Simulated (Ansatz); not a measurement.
Fe₄Co⁺: single points at one geometry.

```yaml
crystal:
  periodic: [false, false, false]
  atoms:
    - {symbol: Fe, position_ang: [-1.056228, -0.815541, 0.292207]}
    - {symbol: Fe, position_ang: [0.975253, 0.202573, 0.936161]}
    - {symbol: Fe, position_ang: [0.110823, 0.577289, -1.233463]}
    - {symbol: Fe, position_ang: [-0.936504, 1.466072, 0.620138]}
    - {symbol: Co, position_ang: [0.906656, -1.430393, -0.615053]}
basis:
  gaussian: {orbitals: def2-TZVP, initial_orbitals: start.molden}
total_charge: 1
magnetization: {spin_polarized: true, initial_magnetization: 14}
hamiltonian: {xc: pbe}
correlation: {method: rpa}
scf: {omitted_lower_state_checks: [starts]}
```

The file start.molden holds the orbitals of an earlier run on this structure, at another level or in another basis.

```sh
$ ansatz run in.yaml --threads 4 --pin off --events-out ev --progress --plain --max-ram 4787MiB
```

It prints (some lines left out):

```
Functional definition: PBE
2215 factors; integrals over basis functions are off by at most 2.1e-4 eV
mean field evaluation 1: about -175140.5563 eV, gradient 1.2e1 eV
mean field evaluation 2: about -175142.2853 eV, gradient 2.8e0 eV
mean field evaluation 4: about -175142.9252 eV, gradient 5.5e-1 eV
mean field evaluation 8: about -175142.9017 eV, gradient 1.1e-3 eV
mean field -175142.90171112 eV, -6436.3829217609 hartree, gradient 6.2e-6 eV, S^2 56.203928; 0 other end points of the search recorded, 0 dependent functions left out
25 core orbitals not correlated: weight in the atoms' cores, before any rotation towards them, 1.000 or more for the frozen orbitals, at most 0.000 for the correlated occupied ones
reference -174960.70474930 eV, -6429.6873069116 hartree; 47, 33 occupied and 153, 167 virtual orbitals, 2215 factors
Total energy: -175077.03081091 eV, -6433.9622108274 hartree
Checks for a lower state left out: starts
```

Run time 38 s (4 threads of Intel Xeon on a shared host), peak host memory 1 GiB.

Geometry: PBE-D4/def2-SVP.

Correlated methods freeze 25 core orbitals; core or outer-core shells of Fe, Co are correlated, in sets that lack core-valence functions. The charge 1 multiplicity 15 is spin-contaminated (final ⟨S²⟩ up to 56.20, 56.00 for a pure state). The structure comes from a short search, and lower isomers may exist.
